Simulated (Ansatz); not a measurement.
Species: GaBr$_{2}$, net charge 0, doublet state. It need not be the lowest isomer of its formula. 
Structure (B3LYP-D3(BJ)/def2-TZVP (Ansatz, a first-principles code) minimum search):
SMILES: [Br][Ga][Br]
```xyz
3

Ga     0.6960     0.3351     0.2410
Br    -0.5928     1.3825    -1.4138
Br    -0.0237    -1.6794     1.2004
```
Charge 0, spin multiplicity 2.

Property: vertical ionisation energy (to the singlet state of charge +1; each state is the SCF solution reached for its spin), in eV. Cores are frozen in the correlated levels unless marked. Open shells are spin-unrestricted. Spin-orbit coupling is left out. The frozen core is the preceding noble-gas configuration, with the filled d and f shells of earlier blocks. No relativistic terms. CBS(X,Y): correlation extrapolated as X^-3; Hartree-Fock from the larger set. [CCSD(T)-MP2]/basis is that difference in the basis named.

```
level                                                          program  vertical ionisation energy (eV)
-------------------------------------------------------------  -------  -------------------------------
SVWN5/def2-TZVPD                                                Ansatz                                ?
PBE/def2-TZVPD                                                  Ansatz                             8.77
r2SCAN/def2-TZVPD                                               Ansatz                             9.03
PBE0/def2-TZVPD                                                 Ansatz                             8.96
BHLYP/def2-TZVPD                                                Ansatz                             9.02
wB97M-V/def2-TZVPD                                              Ansatz                             8.98
wB97X-V/def2-TZVPD                                              Ansatz                             9.00
B2PLYP/def2-TZVPD                                               Ansatz                                ?
SCS-MP2/aug-cc-pVDZ                                             Ansatz                             8.67
SCS-MP2/aug-cc-pVTZ                                             Ansatz                             8.66
CCSD/aug-cc-pVDZ                                                Ansatz                             8.74
RI-MP2/CBS(aug-cc-pVTZ,aug-cc-pVQZ)+[CCSD(T)-MP2]/aug-cc-pVTZ   Ansatz                                ?
```

**Question.** Fill in the missing entries.

**Answer.** 
- SVWN5/def2-TZVPD, vertical ionisation energy (eV): 8.95
- B2PLYP/def2-TZVPD, vertical ionisation energy (eV): 8.81
- RI-MP2/CBS(aug-cc-pVTZ,aug-cc-pVQZ)+[CCSD(T)-MP2]/aug-cc-pVTZ, vertical ionisation energy (eV): 8.78
